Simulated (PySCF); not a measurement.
Diatomics with 67 electrons

PBE0 in PySCF with x2c-SVPall on every atom, spin-free X2C, for the lowest determinant that a PBE0 search found; no spin–orbit coupling. All have 67 electrons, 11 of them in the valence shells, and the same state, a doublet (π ↑). For ions De leads to the atom and ion picked by measured ionisation energies and electron affinities.

| species | difference of nuclear charges | Re (Å) | ωe (cm⁻¹) | k (mdyn/Å) | De (eV) | dissociates to | Mayer bond order |
| --- | --- | --- | --- | --- | --- | --- | --- |
| SnCl | 33 | 2.387 | 360 | 2.06 | 3.87 | Sn + Cl | 1.10 |
| TeP | 37 | 2.242 | 489 | 3.52 | 3.03 | Te + P | 2.35 |
| SiI | 39 | 2.451 | 366 | 1.81 | 3.30 | Si + I | 1.30 |
| PI⁺ | 38 | 2.270 | 464 | 3.16 | 4.11 | P + I⁺ | 1.97 |

**Question.** Which member of the whole set has the stiffest bond, and how does it compare with the softest?

**Answer.** TeP with k = 3.52 mdyn/Å, 1.9 times that of SiI.

Spin–orbit coupling is left out, which matters for elements this heavy, above all for dissociation energies. For an ion De counts to the pair picked by the measured ionisation energies or electron affinities, which need not be the lowest pair at this level. States were picked by a PBE0 search and need not be the measured ground states.
